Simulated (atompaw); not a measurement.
## Varying the PAW (atompaw) potential for Eu

Base potential:

* Element: europium
* Generator: atompaw 4.2.0.5
* Type: PAW
* Functional: PBE
* Relativity: scalar-relativistic
* Frozen core: [Kr] 4d10 4f7
* Valence charge: 10
* Reference configuration: 5s2 5p6 5d0 6s2 6p0
* Partial waves: 5s (bound): rc 2.50 bohr; 6s (bound): rc 3.00 bohr; 5p (bound): rc 2.85 bohr; 6p (bound, empty): rc 3.00 bohr; 5d (bound, empty): rc 3.00 bohr; 5d channel at 0.3 Ry: rc 3.00 bohr
* Local potential: bessel scheme, radius 2.65 bohr
* Core correction: smooth core density matched at 2.45 bohr
* Augmentation charge: sinc compensation charge, radius 2.45 bohr; PAW radius 3.00 bohr; waves and projectors: custom rrkj gramschmidtortho

All-electron outer shells of the reference configuration (PBE, scalar-relativistic, ld1.x):

| shell | level (eV) | outermost node (bohr) | outermost maximum (bohr) |
| --- | --- | --- | --- |
| 4d | -134.83 | 0.27 | 0.57 |
| 5s | -44.66 | 0.67 | 1.23 |
| 5p | -23.77 | 0.72 | 1.41 |
| 6s | -3.62 | 1.67 | 3.60 |
| 4f | -2.72 | – | 0.60 |
| 5d | -1.56 | 0.82 | 2.16 |
| 6p | -1.20 | 2.02 | 4.93 |

Cutoffs, loose and tight: the cutoffs (Ry, on a coarse ladder) from which the occupation-weighted sum of valence levels, in a spherical-Bessel basis at the reference potential, stays within 10 and 1 mRy of its value at 400 Ry. They see the waves, projectors and local potential, not the compensation charge or the core. A dash means not determined.

```csv
change,outcome,"cutoff, loose","cutoff, tight",bound ghosts
base,generated,10 Ry,18 Ry,none
"all radii scaled by about 0.88 (s 2.20, p 2.50, d 2.64 bohr); local potential bessel scheme, radius 2.32 bohr; augmentation sinc compensation charge, radius 2.14 bohr; PAW radius 2.64 bohr; waves and projectors: custom rrkj gramschmidtortho; core correction smooth core density matched at 2.14 bohr",generated,15 Ry,25 Ry,none
"all radii scaled by about 0.97 (s 2.42, p 2.76, d 2.90 bohr); local potential bessel scheme, radius 2.56 bohr; augmentation sinc compensation charge, radius 2.36 bohr; PAW radius 2.90 bohr; waves and projectors: custom rrkj gramschmidtortho; core correction smooth core density matched at 2.36 bohr",generated,10 Ry,18 Ry,none
"all radii scaled by about 1.15 (s 2.88, p 3.30, d 3.46 bohr); local potential bessel scheme, radius 3.06 bohr; augmentation sinc compensation charge, radius 2.84 bohr; PAW radius 3.46 bohr; waves and projectors: custom rrkj gramschmidtortho; core correction smooth core density matched at 2.84 bohr",generated,8 Ry,12 Ry,none
```

Task: What comes out with this change to the base: all radii scaled by about 1.08 (s 2.70, p 3.08, d 3.26 bohr); local potential bessel scheme, radius 2.88 bohr; augmentation sinc compensation charge, radius 2.66 bohr; PAW radius 3.26 bohr; waves and projectors: custom rrkj gramschmidtortho; core correction smooth core density matched at 2.66 bohr?

Result: outcome: generated; cutoff, loose: 8 Ry; cutoff, tight: 15 Ry; bound ghosts: none.

Task: What comes out with this change to the base: all radii scaled by about 1.27 (s 3.18, p 3.64, d 3.82 bohr); local potential bessel scheme, radius 3.38 bohr; augmentation sinc compensation charge, radius 3.12 bohr; PAW radius 3.82 bohr; waves and projectors: custom rrkj gramschmidtortho; core correction smooth core density matched at 3.12 bohr?

Result: outcome: generated; cutoff, loose: 6 Ry; cutoff, tight: 10 Ry; bound ghosts: none.

Task: What comes out with this change to the base: all radii scaled by about 0.79 (s 1.98, p 2.26, d 2.38 bohr); local potential bessel scheme, radius 2.10 bohr; augmentation sinc compensation charge, radius 1.94 bohr; PAW radius 2.38 bohr; waves and projectors: custom rrkj gramschmidtortho; core correction smooth core density matched at 1.94 bohr?

Result: outcome: generated; cutoff, loose: 15 Ry; cutoff, tight: 30 Ry; bound ghosts: none.

Reading the sweep of the scale of all radii (base = 1) (base included, trends over the rows without a ghost): The loose cutoff falls from 15 Ry at 0.79 to 6 Ry at 1.27. A larger radius leaves more room for a smooth pseudo-wave, so fewer plane waves are needed; a smaller one forces it to follow the all-electron wave where it bends sharply.
